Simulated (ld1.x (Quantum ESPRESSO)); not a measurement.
The numbers below are computed, except where a source is named.
# Pseudopotentials across the periodic table

Generated with ld1.x 7.5 (TM, RRKJ, ultrasoft, PAW), atompaw 4.2 or ONCVPSP 4.0.1. The cutoff is in Ry: for ld1.x and atompaw files where the sum of valence levels is converged to 10 mRy in a Bessel basis, for ONCV files where the hardest occupied wave has 1 mHa per electron of residual kinetic energy. The error is the largest all-electron minus pseudo excitation energy over each file’s own four to seven test configurations (ionisations up to +4, promotions, holes and added fractions of an electron), all of which were solved. The labels leave out finer settings (local radius, basis sizes, second energies), which also bear on the numbers. Spin-polarised tests are not counted. The rows are a selection from randomly drawn settings: files with unsolved tests, undetermined cutoffs or missed reference levels are left out.

A true bound ghost makes a file unfit for plane-wave use even where its test errors are small: the radial tests pick states by their node count and pass the ghost by.

| element | potential | cutoff (Ry) | largest error (meV) | bound ghosts |
| --- | --- | --- | --- | --- |
| Al | TM, PBEsol, non-relativistic, rc 1.50/2.40 (sp), local s, core correction no, reference 3s2 3p1 | 25 | +26 | none |
| Nb | RRKJ, BLYP, scalar-relativistic, rc 1.70/2.10/2.05 (spd), local p, core correction yes, reference 4s2 4p6 4d4 5s0 5p0 | 35 | +539 | none |
| Tb | TM semilocal, PBE, scalar-relativistic, rc 3.20/3.45/2.05 (spd), local p, core correction no, reference 5d2 6s1 6p0 | 15 | +308 | none |
| Re | TM semilocal, PBE, scalar-relativistic, rc 2.15/3.85/1.45/3.30 (spdf), local d, core correction yes, reference 5d5 6s2 6p0 | 35 | -487 | none |

Q: Fill in the row for Ga: RRKJ, PBE, scalar-relativistic, rc 1.60/2.80 (sp), local smoothed, core correction yes, reference 4s2 4p1.

A: cutoff 18 Ry, largest error -179 meV, bound ghosts: none.

Q: Fill in the row for Br: ultrasoft, PBE, scalar-relativistic, rc 1.50/1.80/1.70 (spd), local smoothed, core correction yes, reference 4s2 4p5.

A: cutoff 18 Ry, largest error -134 meV, bound ghosts: none.

Q: Fill in the row for Se: TM, LDA (PZ), scalar-relativistic, rc 1.50/1.70/1.50 (spd), local s, core correction yes, reference 4s2 4p3.

A: cutoff 40 Ry, largest error -100 meV, bound ghosts: d.
